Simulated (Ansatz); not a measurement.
Species: CH$_{3}$Br$_{3}$OSi, SMILES `Br[Si](Br)(Br)OC` (C–O–Si–Br torsion 60°) (charge 0, multiplicity 1), formula CH$_{3}$Br$_{3}$OSi.

Question: How many basis functions does frozen-core CCSD(T)/cc-pVDZ // B3LYP-D3(BJ)/def2-SVP (Ansatz, a first-principles code) use, how many core orbitals are frozen, and how many electrons are correlated?

Answer: 142 basis functions and 34 frozen orbitals, which leaves 68 correlated electrons (filled d shells below the valence shell are correlated). Core time is of the order of minutes.
